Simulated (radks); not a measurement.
The potassium anion K-, [Ar] 4s2, held by a Watson sphere: a shell of charge +1.11 at radius R that stands for the Madelung well of a crystal (potential energy -1.11/R inside, -1.11/r outside, in hartree with lengths in bohr). Calculated with a radial shooting solver on a logarithmic mesh with Libxc functionals: scalar-relativistic Kohn-Sham, LDA (Slater exchange, Perdew-Wang correlation), spin-polarised, spherical densities, finite nucleus; Fermi nuclear charge, rms radius of each element as measured or else 0.836 A^(1/3) + 0.57 fm. Response by self-consistent Sternheimer equations with the Hartree and adiabatic LDA kernel, the relativistic mass of each level held fixed and spin-orbit coupling left out. The sphere does not respond.

R (bohr)  e(3s) (eV)  e(3p) (eV)  e(4s) (eV)  <r> 4s (bohr)  sum of <r^2> (bohr^2)  X-ray form factor at sin(theta)/lambda = 0.2 1/angstrom  alpha (bohr^3)
2.11         -40.074     -23.725      -4.378          4.036                  56.84                                                   13.687           147.5
2.5          -38.603     -22.315      -4.339          4.086                  58.06                                                   13.650           152.6
2.6          -38.290     -22.009      -4.323          4.105                  58.45                                                   13.644           154.7
2.79         -37.762     -21.487      -4.286          4.146                  59.27                                                   13.638           159.6
3.15         -36.960     -20.686      -4.192          4.243                  61.10                                                   13.634           172.3
3.22         -36.830     -20.555      -4.171          4.264                  61.49                                                   13.635           175.2
3.95         -35.835     -19.545      -3.916          4.505                  66.16                                                   13.650           213.3
5.3          -34.948     -18.634      -3.397          4.968                  76.11                                                   13.686           312.6
